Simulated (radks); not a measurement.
The numbers below are computed, except where a source is named.
Sr+, configuration [Kr] 5p1 (not the ground configuration).

Code: a radial shooting solver on a logarithmic mesh with Libxc functionals. Model: scalar-relativistic Kohn-Sham, B86b exchange with PBE correlation, spin-polarised, spherical densities, finite nucleus; open shells are filled with parallel spins first (spin-orbit coupling, left out, can overturn this in heavy ions); Fermi nuclear charge, rms radius 4.224 fm.

Energy parts (hartree):
total: -3179.63549
kinetic: 3260.62933
electron-nucleus: -7646.77994
Hartree: 1311.76133
exchange-correlation: -105.24621

Orbitals (lengths in bohr, moments of r in powers of bohr; <r^-3> diverges for s and p1/2; r(max) is where P^2 peaks):
orbital  occ.  eigenvalue (hartree)  <r^-3>   r(max)       <r^4>
1s up       1             -586.0510       -  0.02553  0.00001102
1s down     1             -586.0507       -  0.02553  0.00001102
2s up       1             -79.59873       -   0.1451    0.002121
2s down     1             -79.59855       -   0.1451    0.002121
2p up       3             -70.75838    1803   0.1160    0.001528
2p down     3             -70.75808    1803   0.1160    0.001528
3s up       1             -12.55070       -   0.4358      0.1211
3s down     1             -12.55031       -   0.4358      0.1211
3p up       3              -9.69733   279.0   0.4307      0.1399
3p down     3              -9.69689   279.0   0.4307      0.1399
3d up       5              -4.98698   35.25   0.3767      0.1872
3d down     5              -4.98648   35.25   0.3767      0.1871
4s up       1              -1.78215       -    1.191       6.692
4s down     1              -1.77977       -    1.191       6.664
4p up       3              -1.11502   31.29    1.325       12.67
4p down     3              -1.11195   31.37    1.325       12.50
5p up       1              -0.23294   2.897    4.324       972.0

The highest occupied level is 5p up at -6.339 eV. Spin moment in Bohr magnetons: 1. The spin density at the nucleus is -0.05631 e/bohr^3 (1s -0.01886, 2s 0.00503, 3s 0.00488, 4s -0.04737). The density falls to 0.001 e/bohr^3 at r = 4.68 bohr. The electron density at the nucleus is 6.2e+04 e/bohr^3 (large components only).

Run on one thread of a shared host, so times are rough (Arm Neoverse N1): 0.28 s of CPU time, 0.28 s wall, 19 iterations on 2314 mesh points.
